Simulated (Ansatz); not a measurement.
Geometry optimisation, RKS PBE-D4/6-31G (Ansatz).

Input:

```yaml
crystal:
  periodic: [false, false, false]
  atoms:
    - { symbol: C, position_ang: [-0.63781, 0.68887, 0.84322] }
    - { symbol: C, position_ang: [0.19704, 0.05034, 0.03864] }
    - { symbol: O, position_ang: [1.04369, -0.97146, 0.31162] }
    - { symbol: Si, position_ang: [1.19402, -0.37517, -1.44444] }
    - { symbol: H, position_ang: [-0.77275, 0.44375, 1.89743] }
    - { symbol: H, position_ang: [-1.25201, 1.50166, 0.46725] }
    - { symbol: H, position_ang: [0.22783, -1.338, -2.11372] }
total_charge: -1
basis:
  gaussian: { orbitals: "6-31G" }
hamiltonian:
  xc: pbe
  dispersion: d4
relax:
  f_tol: 0.02
  max_steps: 40
scf:
  lower_state_search: "off"
output:
  orbitals: {}
```

Command:

```bash
$ ansatz run input.yaml --threads 1 --pin off --max-ram 2048MiB --backend cpu --events-out ev --progress --plain --runs-dir out
```

Task: Where does it end, and by what steps?

Result: It converged. Limits of this set-up: no polarisation functions, an anion without diffuse functions, the dipole of an ion depends on the origin. After 8 steps the energy has fallen by 0.344 eV; Si4 moved furthest, 0.12 Å.

```json
{"step": "0", "energy less start (eV)": "0.0000", "largest force component (eV/Å)": "2.734", "accepted": "yes"}
{"step": "1", "energy less start (eV)": "-0.2377", "largest force component (eV/Å)": "1.649", "accepted": "yes"}
{"step": "2", "energy less start (eV)": "-0.3336", "largest force component (eV/Å)": "0.301", "accepted": "yes"}
{"step": "3", "energy less start (eV)": "-0.3391", "largest force component (eV/Å)": "0.203", "accepted": "yes"}
{"step": "4", "energy less start (eV)": "-0.3415", "largest force component (eV/Å)": "0.112", "accepted": "yes"}
{"step": "5", "energy less start (eV)": "-0.3423", "largest force component (eV/Å)": "0.114", "accepted": "yes"}
{"step": "6", "energy less start (eV)": "-0.3439", "largest force component (eV/Å)": "0.060", "accepted": "yes"}
{"step": "7", "energy less start (eV)": "-0.3433", "largest force component (eV/Å)": "0.138", "accepted": "no"}
{"step": "8", "energy less start (eV)": "-0.3442", "largest force component (eV/Å)": "0.019", "accepted": "yes"}
```

```xyz
7
Properties=species:S:1:pos:R:3
C -0.659 0.702 0.858
C 0.228 0.043 0.078
O 1.079 -1.004 0.383
Si 1.251 -0.340 -1.539
H -0.809 0.441 1.916
H -1.262 1.519 0.450
H 0.173 -1.362 -2.146
```

Run time: 19 s on 1 thread of Intel(R) Xeon(R) Platinum 8259CL CPU @ 2.50GHz (Skylake/Cascade Lake) (shared host), peak memory 0.13 GiB.
